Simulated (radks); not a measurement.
Spherical quantum dot in the effective-mass picture: electrons in a parabolic well V = omega^2 r^2 / 2 with omega = 0.679, with a point charge +1 (a donor) at the centre, all in effective atomic units (hartree* = m*/eps^2 hartree, bohr* = eps/m* bohr), one dielectric constant everywhere. Calculated with a radial shooting solver with Libxc functionals: non-relativistic Kohn-Sham, LDA (Slater exchange, Perdew-Wang correlation), spin-polarised, spherical densities. Levels are named by radial order and angular momentum (1s, 1p, 1d, 2s, ...), and open shells are averaged over m. Results are scaled to m* = 0.54 and eps = 11.3, for which hartree* = 115.1 meV and bohr* = 1.107 nm.

N = 6, configuration 1s2 1p(up 3, down 1). This is the lowest configuration that the search found. Occupied and some empty levels:

level,occupation,eigenvalue (meV),<r> (nm)
1s up,1,327.17,1.479
1s down,1,333.55,1.461
1p up,3,403.76,2.247
1p down,1,411.26,2.261
2s up,0,449.03,2.323
2s down,0,453.96,2.347
1d up,0,467.13,2.664
1d down,0,473.83,2.686
1f up,0,532.19,2.992
1f down,0,537.83,3.016

Energy (meV): total 1328.66, kinetic 448.22, external 99.651, Hartree 1032.0, exchange-correlation -251.19.
